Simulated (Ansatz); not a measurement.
`CN[SiH2]OC` + `CB(N)CCl` → `CN[SiH2]CCl` + `COB(C)N`  (redistribution)

Calculated with Ansatz (gas phase, PBE0-D4/def2-TZVP geometries, no zero-point term in ΔE). CBS: MP2 limit from def2 TZ/QZ plus the TZ coupled-cluster correction, frozen cores. Functionals use def2-TZVPP. B3LYP here is the variant with VWN-RPA as its local correlation; programs differ in this. One conformer a species, not always the lowest.

`CN[SiH2]OC`:

Cartesian coordinates in Å:
```
C 1.971 -0.088 -0.121
N 0.964 0.800 -0.658
Si -0.631 0.365 -1.073
O -1.760 0.396 0.126
C -1.700 -0.458 1.241
H 2.944 0.074 -0.596
H 1.684 -1.123 -0.319
H 2.102 0.015 0.964
H 1.196 1.777 -0.575
H -0.539 -1.033 -1.579
H -1.147 1.340 -2.059
H -2.645 -0.390 1.783
H -1.548 -1.504 0.945
H -0.890 -0.170 1.921
```

`CB(N)CCl`:

Cartesian coordinates in Å:
```
C 0.670 0.741 -1.120
B 0.027 0.136 0.178
N -0.197 0.916 1.310
C -0.375 -1.401 0.243
Cl -1.780 -1.663 -0.848
H 0.065 0.501 -1.999
H 0.805 1.824 -1.084
H 1.653 0.290 -1.299
H -0.611 0.562 2.156
H 0.014 1.899 1.346
H 0.415 -2.062 -0.115
H -0.688 -1.743 1.231
```

`CN[SiH2]CCl`:

Z-matrix (Å, degrees):
```
C
N 1 1.448
H 1 1.098 2 113.5
H 1 1.094 2 111.0 3 -121.9
H 1 1.093 2 109.5 3 120.2
Si 2 1.708 1 123.3 3 -85.9
H 2 1.008 1 113.5 3 66.1
C 6 1.890 2 114.9 1 66.0
H 6 1.483 2 108.1 1 -173.8
H 6 1.491 2 108.7 1 -52.2
Cl 8 1.789 6 109.4 2 57.7
H 8 1.091 6 112.3 2 -61.2
H 8 1.091 6 112.1 2 176.9
```

`COB(C)N`:

Z-matrix (Å, degrees):
```
C
O 1 1.404
H 1 1.095 2 111.9
H 1 1.096 2 111.8 3 121.7
H 1 1.091 2 108.0 3 -119.2
B 2 1.375 1 121.5 3 -60.0
N 6 1.405 2 115.7 1 -179.9
C 6 1.577 2 122.6 1 0.2
H 7 1.005 6 122.2 2 -0.0
H 7 1.002 6 123.1 2 -180.0
H 8 1.092 6 112.8 2 -179.5
H 8 1.095 6 111.2 2 59.6
H 8 1.095 6 111.3 2 -58.5
```

| level | ΔE (kJ/mol) | difference from CCSD(T)/CBS |
| --- | --- | --- |
| PBE-D4 | -4.9 | -4.1 |
| r2SCAN-D4 | -3.8 | -3.0 |
| B3LYP-D4 | -1.6 | -0.8 |
| B2PLYP | -0.2 | 0.6 |
| PBE | -4.7 | -3.9 |
| r2SCAN | -3.8 | -3.0 |
| PBE0 | -4.8 | -4.0 |
| HF/def2-TZVPP | -0.5 | 0.3 |
| MP2/def2-TZVPP | 0.6 | 1.4 |
| SCS-MP2/def2-TZVPP | 1.4 | 2.2 |
| CCSD/def2-TZVPP | -0.4 | 0.4 |
| CCSD(T)/def2-TZVPP | -0.5 | 0.3 |
| HF/def2-QZVPP | 0.0 | 0.8 |
| MP2/def2-QZVPP | 0.5 | 1.3 |
| MP2/CBS(def2) | 0.2 | 1.0 |
| CCSD/CBS(def2) | -0.8 | 0.0 |
| CCSD(T)/CBS | -0.8 | 0 |

Largest T1 diagnostic among the species: 0.011.
